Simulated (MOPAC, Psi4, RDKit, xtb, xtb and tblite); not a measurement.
Internal rotation in SMILES c1ccc(cc1)C=Cc1ncccc1. Scanned: dihedral C1–C2–C3–N8; all other coordinates were relaxed at GFN2-xTB. Points at φ and −φ are mirror images.

Geometry of the scan point at -45° (Å):
```
25

C      0.3052    -0.2477     0.3857
C     -0.4720     0.3215    -0.5416
C     -1.9287     0.3068    -0.4520
C     -2.6696     1.4516    -0.7615
C     -4.0480     1.3986    -0.6779
C     -4.6511     0.2030    -0.3157
C     -3.8317    -0.8847    -0.0532
N     -2.5156    -0.8426    -0.1225
C      1.7559    -0.2294     0.4420
C      2.3934    -0.7970     1.5485
C      3.7704    -0.7996     1.6540
C      4.5448    -0.2366     0.6530
C      3.9289     0.3266    -0.4533
C      2.5520     0.3323    -0.5591
H     -0.1857    -0.7982     1.1783
H     -0.0590     0.9317    -1.3330
H     -2.1636     2.3631    -1.0431
H     -4.6454     2.2720    -0.8990
H     -5.7242     0.1162    -0.2468
H     -4.2503    -1.8457     0.2190
H      1.7938    -1.2389     2.3319
H      4.2437    -1.2426     2.5184
H      5.6219    -0.2378     0.7327
H      4.5288     0.7637    -1.2387
H      2.0911     0.7703    -1.4311
```

GFN2-xTB (xtb and tblite); MMFF94 // GFN2-xTB (RDKit); PBE/def2-SVP // GFN2-xTB (Psi4); PBE-D3(BJ)/def2-SVP // GFN2-xTB (Psi4); UFF // GFN2-xTB (RDKit); AM1, restricted, heats of formation // GFN2-xTB (MOPAC); PM3, restricted, heats of formation // GFN2-xTB (MOPAC); GFN1-xTB // GFN2-xTB (xtb).

Least-squares fit of E(φ) = a0 + Σ (a_n cos nφ + b_n sin nφ), n = 1 to 4, to the 24 scan points, in kcal/mol above the lowest point of each profile (levels whose profile four harmonics don't fit are not listed):

```csv
method,a0,a1,b1,a2,b2,a3,b3,a4,b4,rms of fit
GFN2-xTB,2.72,-0.16,0.00,-2.60,0.00,-0.25,0.00,0.33,0.00,0.02
MMFF94,2.15,-0.35,0.00,-1.60,0.00,-0.50,0.00,0.29,0.00,0.05
PBE/def2-SVP,4.72,-0.32,0.00,-4.31,0.00,-0.50,0.00,0.42,0.00,0.04
PBE-D3(BJ)/def2-SVP,4.73,-0.28,0.00,-4.34,0.00,-0.52,0.00,0.43,0.00,0.04
UFF,3.20,-0.97,0.00,-2.58,0.00,-0.29,0.00,0.81,0.00,0.09
AM1,0.91,-0.57,0.00,-0.48,0.00,0.03,0.00,0.21,0.00,0.08
PM3,0.54,0.01,0.00,-0.57,0.00,-0.02,0.00,0.07,0.00,0.05
GFN1-xTB,3.12,-0.35,0.00,-2.82,0.00,-0.25,0.00,0.28,0.00,0.01
```
